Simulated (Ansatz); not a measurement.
Name a neutral molecule of C, O, Sb, Si and H with vertical ionisation energy (CCSD(T)/def2-TZVPP) between 8.60 and 8.90 eV and LUMO energy (ωB97M-V/def2-TZVPP) between 0.55 and 0.85 eV (Ansatz, PBE0-D4/def2-TZVP geometry).

`C[O][Sb]([SiH3])[O]C` (8.66 eV, 0.69 eV). Other molecules can fit too; these were computed, each in one conformer that needn't be the lowest.
